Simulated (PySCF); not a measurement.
BClGeH4Si (calculated)

Computed with PySCF 2.14.0. Calculation on a computer-drawn molecule: the log of a Hartree-Fock and frozen-core CCSD(T) single point meant for a local Hartree-Fock minimum, with one planted fault or none, to be diagnosed. Offsets are logged minus clean, where the clean run is the same molecule without the fault. The reference is restricted for singlets and unrestricted otherwise, and also for a bond in bohr or an excited solution. Adding or removing an electron swaps singlet and doublet. The excited solution moves the top pair (singlet) or top alpha electron (doublet) to the lowest empty orbital. Highest occupied and lowest empty are orbital energies over both spins, largest force is the largest gradient component, triples share is (T) over the correlation energy, the T1 limit is 0.02 restricted and 0.045 unrestricted, electrons count all cores, a negative frequency is imaginary (commonest isotopes), and the dipole is about the centre of nuclear charge; on germanium a core potential holds 10 electrons, which the energies leave out, and 3d is frozen in MP2 and coupled-cluster steps.

```json
{"formula": "BClGeH4Si", "logged_structure": {"atoms_angstrom": [["B", -0.6329, -1.8646, 1.7842], ["Ge", -0.6682, 0.1252, 1.1891], ["Si", -0.2824, 1.8205, 2.9237], ["Cl", -2.63, 0.5442, 0.253], ["H", 0.4232, -2.3773, 2.0225], ["H", -2.5433, -3.035, 2.067], ["H", 0.3414, 0.3832, 0.0581], ["H", 1.0499, 1.1814, 3.2734]]}, "given": {"meant_charge": 0, "meant_multiplicity": 1, "meant_basis": "cc-pV(D+d)Z", "meant_basis_and_core_potential_on_germanium": "cc-pVDZ-PP ECP10MDF", "logged_electrons": 72, "logged_basis_functions": 103, "logged_SCF_converged": "yes", "logged_spin_squared": 1.1055, "logged_highest_occupied [eV]": -9.2358, "logged_lowest_empty [eV]": -0.31699, "logged_largest_force [hartree/bohr]": 0.020726, "logged_T1_diagnostic": 0.083367, "logged_D1_diagnostic": 0.2968, "logged_triples_share": 0.034279, "logged_CC_converged": "yes", "logged_dipole_magnitude [debye]": 3.5973, "logged_SCF_stable_within_its_kind": "yes", "logged_energy_HF [hartree]": -1068.67182, "logged_energy_CCSD(T) [hartree]": -1069.13302, "possible_faults": "no fault, one electron removed, one electron added, multiplicity raised by two, geometry at a saddle point, SCF held on an excited solution, minimal basis STO-3G, one bond length entered in bohr, all coordinates scaled", "drawn_bonds_atom": [1, 2, 2, 1, 1, 2, 3], "drawn_bonds_other_atom": [2, 3, 4, 5, 6, 7, 8], "drawn_bonds_order": [1, 1, 1, 1, 1, 1, 1]}, "results": {"planted_fault": "one bond length entered in bohr, row 5 of the drawn bonds", "HF_energy_offset_from_clean_run [kcal/mol]": 73.53, "CCSD(T)_energy_offset_from_clean_run [kcal/mol]": 75.79}, "notes": ["T1 above single-reference limit"]}
```
